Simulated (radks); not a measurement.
All-electron atom: In in [Kr] 4d10 5s2 5p1 (the NIST ground configuration).

Method: Dirac Kohn-Sham, PBE, spin-unpolarised, spherical densities, finite nucleus; open shells are shared between the two j in proportion to 2j + 1; Fermi nuclear charge, rms radius 4.6156 fm; computed with a radial shooting solver on a logarithmic mesh with Libxc functionals.

Energy parts (Ry):
part                        energy
total                 -11766.14440
kinetic                12362.85088
electron-nucleus      -28553.04814
Hartree                 4743.88658
exchange-correlation    -319.83371

Orbitals (lengths in bohr, moments of r in powers of bohr; <r^-3> diverges for s and p1/2):
orbital      occ.  eigenvalue (Ry)  <r^-3>  small-component weight
1s1/2           2        -2038.496       -                3.23e-02
2s1/2           2        -305.1386       -                6.82e-03
2p1/2           2        -284.5624       -                6.84e-03
2p3/2           4        -269.0635    4019                6.54e-03
3s1/2           2        -57.90573       -                1.95e-03
3p1/2           2        -49.60137       -                1.90e-03
3p3/2           4        -46.80183   739.4                1.82e-03
3d3/2           4        -32.11497   115.3                1.70e-03
3d5/2           6        -31.54142   108.0                1.68e-03
4s1/2           2         -8.78801       -                5.15e-04
4p1/2           2         -6.07664       -                4.55e-04
4p3/2           4         -5.58804   128.9                4.31e-04
4d3/2           4         -1.40607   13.07                2.82e-04
4d5/2           6         -1.34291   12.06                2.75e-04
5s1/2           2         -0.60319       -                5.79e-05
5p1/2    0.333333         -0.20036       -                2.89e-05
5p3/2    0.666667         -0.17838   5.662                2.59e-05

The highest occupied level is 5p3/2 at -2.427 eV. The electron density at the nucleus is 1.748e+05 e/bohr^3. Summed over all electrons, <r^2> = 59.15 bohr^2, which gives a Langevin (diamagnetic) susceptibility term of -46.8 x 10^-6 cm^3/mol. The density falls to 0.001 e/bohr^3 at r = 4.63 bohr. For comparison, the ionisation energy in NIST's Atomic Spectra Database is 5.786 eV (measured). In exact Kohn-Sham theory the highest level is minus the ionisation energy, but local and semilocal functionals leave it too shallow, through self-interaction and a potential that decays too fast; potentials with the right tail come closer.

Beside tabulated values, note that spin-unpolarised runs miss the spin-polarisation part of the exchange energy of open shells.
